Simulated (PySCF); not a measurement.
## J couplings in C4H5F3GaN

Molfile (atoms numbered from 1):
```
C4H5F3GaN
     RDKit          3D

 14 13  0  0  0  0  0  0  0  0999 V2000
    2.8892    0.9717    0.4629 C   0  0  0  0  0  0  0  0  0  0  0  0
    1.8938   -0.0138    0.1105 C   0  0  0  0  0  0  0  0  0  0  0  0
    1.0802   -0.7815   -0.1633 N   0  0  0  0  0  0  0  0  0  0  0  0
   -0.8652   -1.5723   -0.3211 Ga  0  0  0  0  0  4  0  0  0  0  0  0
   -1.6124    0.0821    0.5409 C   0  0  0  0  0  0  0  0  0  0  0  0
   -0.7765    1.0454    1.0120 F   0  0  0  0  0  0  0  0  0  0  0  0
   -2.9147    0.3083    0.7009 C   0  0  0  0  0  0  0  0  0  0  0  0
   -3.8270   -0.5510    0.2868 F   0  0  0  0  0  0  0  0  0  0  0  0
   -3.4734    1.3556    1.2642 F   0  0  0  0  0  0  0  0  0  0  0  0
    3.4349    0.6493    1.3608 H   0  0  0  0  0  0  0  0  0  0  0  0
    2.3799    1.9242    0.6705 H   0  0  0  0  0  0  0  0  0  0  0  0
    3.5983    1.1074   -0.3658 H   0  0  0  0  0  0  0  0  0  0  0  0
   -1.0472   -1.6916   -1.8770 H   0  0  0  0  0  0  0  0  0  0  0  0
   -0.7669   -2.8489    0.5899 H   0  0  0  0  0  0  0  0  0  0  0  0
  1  2  1  0
  2  3  3  0
  3  4  1  0
  4  5  1  0
  5  6  1  0
  5  7  2  3
  7  8  1  0
  7  9  1  0
  1 10  1  0
  1 11  1  0
  1 12  1  0
  4 13  1  0
  4 14  1  0
M  CHG  2   3   1   4  -1
M  END
```

Couplings: B3LYP/pcJ-1 (pcSseg-1 on Ga) (spin–dipole term only in couplings to heteroatoms) in PySCF, geometry PBE0-D3(BJ)/def2-SVP; gas phase, one conformer, non-relativistic. Couplings are averaged over pairs made equivalent by symmetry, fast rotation or ring inversion, so a value needn't be that of the named pair in this geometry, while other rotamers aren't included; one pair stands for each set, and the list holds those of at least 1.5 Hz over up to four bonds, among pairs with at least one F or H atom (others weren't computed). One-bond C–F couplings come out tens of Hz too large with common functionals.

Isotopes: $^{13}$C, $^{19}$F, $^{1}$H, $^{15}$N.

```
    pair  bonds  J (Hz)
 C1, H10      1       ?
  C5, F6      1  -357.2
  C7, F8      1       ?
  C7, F9      1  -389.3
 C2, H10      2   -10.3
 N3, H13      2    -5.8
  C5, F8      2    99.0
  C5, F9      2       ?
 C5, H13      2    20.3
  F6, C7      2       ?
  F8, F9      2     2.4
H10, H11      2   -18.4
H13, H14      2    27.2
 C2, H13      3     3.4
 N3, H10      3       ?
  F6, F8      3  -143.4
  F6, F9      3       ?
 F6, H13      3     5.4
 C7, H13      3     2.3
 F8, H13      4       ?
 F9, H13      4     4.1
```

Q: Estimate the withheld couplings, with signs.

A: 
- $^{1}J$(C1,H10) = 145.1 Hz (bond length 1.099 Å, sp3 carbon)
- $^{1}J$(C7,F8) = -334.6 Hz (bond length 1.320 Å)
- $^{2}J$(C5,F9) = -10.2 Hz (angle at C7 127°)
- $^{2}J$(F6,C7) = 38.8 Hz (angle at C5 116°)
- $^{3}J$(N3,H10) = -2.5 Hz
- $^{3}J$(F6,F9) = 59.9 Hz (dihedral angle 0°)
- $^{4}J$(F8,H13) = 1.8 Hz

Relativistic effects of the heavier atoms present are left out.
